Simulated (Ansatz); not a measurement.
Mulliken charges of BrH3OSiZn (`[ZnH][O][SiH2]Br`) from ωB97M-V/def2-TZVPP in Ansatz (PBE0-D4/def2-TZVP geometry).

| atom | x (Å) | y (Å) | z (Å) | charge (e) |
| --- | --- | --- | --- | --- |
| Zn1 | -1.856 | 0.527 | 0.170 | 0.433 |
| O2 | -0.274 | 0.182 | 0.948 | -0.515 |
| Si3 | 1.077 | -0.279 | 0.217 | 0.457 |
| Br4 | 0.649 | -0.420 | -1.996 | -0.251 |
| H5 | -3.232 | 0.845 | -0.366 | -0.059 |
| H6 | 2.173 | 0.708 | 0.354 | -0.032 |
| H7 | 1.524 | -1.630 | 0.627 | -0.032 |

Q: By hand: the dipole of these point charges (1 e Å = 4.8032 D).

A: Σ q r = (-0.261, 0.092, 0.176) e Å, of length 0.328 e Å = 1.58 D.

Q: How does the dipole of the full density compare? (Estimate.)

A: Ansatz gave: (-0.207, 0.081, 0.199) e Å, 1.43 D; the point charges give 1.10 times that, at 10° from its direction.

Point charges leave out the atoms' own dipoles, such as those of lone pairs, and Mulliken's split depends on the basis, so the close match here is no proof of good charges.
